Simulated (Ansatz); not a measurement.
Consider the homolysis of the H–Si bond: `O[SiH](Cl)O[SiH2]Cl` → H• + `O[SiH](Cl)O[SiH]Cl`•.

Gas-phase electronic energies from Ansatz, PBE0-D4/def2-TZVP geometries. CBS: MP2 limit from def2 TZ/QZ plus the TZ coupled-cluster correction, frozen cores. This one scheme is used for every species, atoms too. No spin–orbit coupling; open shells (•) take unrestricted orbitals. One conformer a species, not always the lowest.

```json
{"species": "`O[SiH](Cl)O[SiH2]Cl`", "HF/def2-QZVPP energy (Eh)": "-1649.37273"}
{"species": "H•", "HF/def2-QZVPP energy (Eh)": "-0.49998"}
{"species": "`O[SiH](Cl)O[SiH]Cl`•", "HF/def2-QZVPP energy (Eh)": "-1648.74670"}
```

Q: Work out ΔE.

A: ΔE = (-0.49998) + (-1648.74670) − (-1649.37273) = 0.12605 Eh = +3.43 eV. CCSD(T)/CBS gives +4.35 eV.

Largest T1 diagnostic among the species: 0.012.

From PBE to PBE0 (25 % exact exchange), in def2-TZVPP and without D4, ΔE moves by +0.08 eV. In def2-TZVPP, CCSD(T) changes the Hartree–Fock value by +0.84 eV (the triples alone add +0.00 eV) and MP2 by +0.74 eV; breaking electron pairs costs correlation energy, which Hartree–Fock lacks.
